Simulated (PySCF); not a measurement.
This PySCF input asks for the NMR shieldings of SMILES O[Si]1(O[SiH3])SCSCS1, C$_{2}$H$_{8}$O$_{2}$S$_{3}$Si$_{2}$; the geometry comes from GFN2-xTB.

```python
import basis_set_exchange as bse
import numpy as np
from pyscf import gto, dft
from pyscf.prop import nmr

atoms = """
O     1.953649   -0.245473   -2.295476
Si    0.667720   -0.214131   -1.327463
O     1.105860    0.235896    0.146647
Si    2.205826    0.928295    1.148425
S    -0.210154   -2.161018   -1.139767
C    -1.584476   -1.708982   -0.022633
S    -2.871754   -0.661743   -0.750351
C    -2.039533    0.947376   -0.735498
S    -0.782038    1.200406   -2.037759
H     1.872272   -0.499098   -3.211249
H     3.483887    0.269661    0.917790
H     2.221856    2.352537    0.827421
H     1.607545    0.633565    2.448864
H    -2.073015   -2.640024    0.252395
H    -1.175533   -1.215455    0.856548
H    -2.814085    1.688875   -0.912348
H    -1.575026    1.101343    0.236357
"""
names = dict.fromkeys(["O", "Si", "S", "C", "H"], "pcSseg-1")
basis = {el: gto.basis.parse(bse.get_basis(n, elements=[el], fmt="nwchem")) for el, n in names.items()}
mol = gto.M(atom=atoms, basis=basis, charge=0, verbose=0)
mf = dft.RKS(mol, xc="PBE0")
mf.grids.level = 2
mf.grids.alignment = dft.numint.BLKSIZE   # the property module wants whole blocks of grid points
mf.conv_tol = 1e-9
mf.kernel()

calc = nmr.RKS(mf)   # GIAO
C = mf.mo_coeff
Co = C[:, mf.mo_occ > 0]
resp = mf.gen_response(singlet=True, hermi=2)
def vind(x):   # induced exchange potential for any number of trial vectors
    d = np.einsum("pi,xij,qj->xpq", C, 2 * x.reshape(-1, C.shape[1], Co.shape[1]), Co, optimize=True)
    return np.einsum("xpq,pi,qj->xij", resp(d - d.transpose(0, 2, 1)), C, Co, optimize=True).ravel()
mo1, _ = nmr.rhf.solve_mo1(calc, with_cphf=vind)
sigma = calc.kernel(mo1)
for i, s in enumerate(sigma):   # ppm
    w = np.linalg.eigvalsh((s + s.T) / 2)
    print("%2d %-2s iso %8.1f  s11 %8.1f  s22 %8.1f  s33 %8.1f" % (i, mol.atom_pure_symbol(i), w.mean(), *w))
```

Problem. Give the expected output.

Solution. 
```
 0 O  iso    268.8  s11    247.7  s22    261.3  s33    297.4
 1 Si iso    375.7  s11    361.5  s22    367.1  s33    398.4
 2 O  iso    277.3  s11    260.4  s22    266.6  s33    304.8
 3 Si iso    387.2  s11    351.6  s22    360.1  s33    449.8
 4 S  iso    536.9  s11    411.2  s22    591.0  s33    608.6
 5 C  iso    140.2  s11    106.1  s22    147.2  s33    167.3
 6 S  iso    449.0  s11    301.1  s22    475.8  s33    570.2
 7 C  iso    140.2  s11    106.1  s22    147.2  s33    167.4
 8 S  iso    542.7  s11    414.5  s22    603.8  s33    609.9
 9 H  iso     29.2  s11     21.0  s22     23.7  s33     43.1
10 H  iso     26.4  s11     22.4  s22     24.9  s33     31.9
11 H  iso     26.4  s11     22.5  s22     25.0  s33     31.8
12 H  iso     26.5  s11     22.4  s22     25.2  s33     32.0
13 H  iso     27.7  s11     20.6  s22     26.9  s33     35.6
14 H  iso     27.3  s11     21.8  s22     27.8  s33     32.4
15 H  iso     27.7  s11     20.6  s22     27.0  s33     35.6
16 H  iso     27.4  s11     21.7  s22     28.0  s33     32.4
```

These numbers come from an equivalent density-fitted implementation of the same equations, which agrees with the script to about 0.01 ppm for H and up to a few tenths of a ppm for heavy atoms, so last digits may differ.

Problem. Turn these shieldings into chemical shifts. Shifts are taken against calculated references (same method and geometry level): H2O for ¹⁷O (σref 336.08); ²⁹Si (σref 349.16), ¹³C (σref 186.93), ¹H (σref 31.72) against TMS; CS2 for ³³S (σref 503.73).

Solution. Averaging equivalent atoms: O 0: 67.3; O 2: 58.8; Si 1: -26.5; Si 3: -38.0; S 6: 55; S 4/8: -36; C 5/7: 46.7; H 10/11/12: 5.27; H 14/16: 4.37; H 13/15: 4.01; H 9: 2.48 ppm. Experimental scales use liquid or dissolved standards, which lie at an offset from isolated H2O (liquid H2O: subtract about 36 ppm).

Size and cost of the density-fitted run: 228 basis functions, 42 s wall time on 1 thread of an AMD EPYC 9R45 96-Core, shared host; peak memory 1.1 GiB.
